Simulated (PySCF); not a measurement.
# Dipole moment and polarisability of `C=Cc1ncnn1C=O`

Compound: C₅H₅N₃O.
Geometry (GFN2-xTB, Å), atoms numbered from 1 in this order:
```xyz
14
C5H5N3O angstrom
C      2.2224   -1.2380    0.0446
C      1.4182   -0.1837   -0.0608
C     -0.0109   -0.3093    0.0407
N     -0.6946   -1.4094    0.2381
C     -1.9866   -1.0091    0.2560
N     -2.1557    0.2702    0.0824
N     -0.8997    0.7542   -0.0600
C     -0.6986    2.1035   -0.2649
O      0.3655    2.6310   -0.4016
H      1.8215   -2.2232    0.2110
H      3.2907   -1.1379   -0.0324
H      1.7967    0.8134   -0.2272
H     -2.8016   -1.6886    0.4009
H     -1.6681    2.6264   -0.2841
```

Level: PBE0/def2-SVPD (PySCF), static field, nuclei fixed, core orbitals frozen in the response. The polarisability tensor in these axes (au):

```
x   108.23  -7.26  -2.53
y    -7.26  96.29  -6.69
z    -2.53  -6.69  47.79
```

Task: What are the eigenvalues, a third of the trace, and Δα (Δα² = ½Σ(αi − αj)² over the three pairs)?

Result: Principal values 46.69, 93.96 and 111.66 au; mean 84.10 au = 12.46 Å³ = 13.87 × 10⁻⁴⁰ C²·m²/J; Δα = 58.18 au (69 % of the mean).

Task: What is the dipole moment, and where does it point?

Result: (0.06, -0.70, 0.10) D, 0.71 D in size, pointing from the negative to the positive side. Measured along this direction, the outermost atoms are H14 at the negative end and H10 at the positive end.

Task: Find the Langevin capture rate constant for NO+ (29.998 u) meeting this molecule (123.043 u), k = 2.342 × 10⁻⁹ cm³/s × √(α in Å³ / reduced mass in u).

Result: The reduced mass is 24.12 u, so k = 1.68 × 10⁻⁹ cm³/s. The formula leaves out the permanent dipole, which adds to the capture rate.

Task: What depolarisation ratio follows for Rayleigh scattering of linearly polarised light, taking the static tensor?

Result: ρ = 3Δα²/(45ᾱ² + 4Δα²) = 10154.8/(318302 + 13539.7) = 0.0306.

Task: How large is μ²/3kT at 350 K beside α?

Result: In Gaussian units μ²/3kT = 3.51 Å³ against 12.46 Å³, a ratio of 0.28; the Debye molar polarisation (4π/3)N_A(α + μ²/3kT) is 40.3 cm³/mol, leaving out the vibrational part.

Isolated species at its GFN2-xTB geometry (one conformer only).
